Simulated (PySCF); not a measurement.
How methods differ on the excitation energy of Be

Be [He] 2s2 (1S) → Be [He] 2s1 2p1 (3P), as a difference of total energies. Computed with PySCF 2.14 in aug-cc-pVTZ-DK, with the spin-free X2C one-electron Hamiltonian (Gaussian nucleus). Correlated levels: valence: 1s2 frozen. The calculations carry no spin-orbit coupling.

| method | excitation energy (eV) | error (eV) |
| --- | --- | --- |
| UHF | 1.621 | -1.104 |
| LDA | 2.408 | -0.317 |
| PBE | 2.311 | -0.414 |
| PBE0 | 2.290 | -0.435 |
| r2SCAN | 2.135 | -0.590 |
| M06 | 2.488 | -0.237 |
| MN15 | 2.937 | +0.212 |
| TPSS | 2.422 | -0.303 |
| HSE06 | 2.287 | -0.438 |
| MP2 (valence) | 2.319 | -0.406 |
| SCS-MP2 (valence) | 2.522 | -0.203 |

Reference: 2.725 eV (measured; NIST levels, between the centres of gravity of the two terms).

Errors of the correlated levels include the incompleteness of this basis and the frozen core.
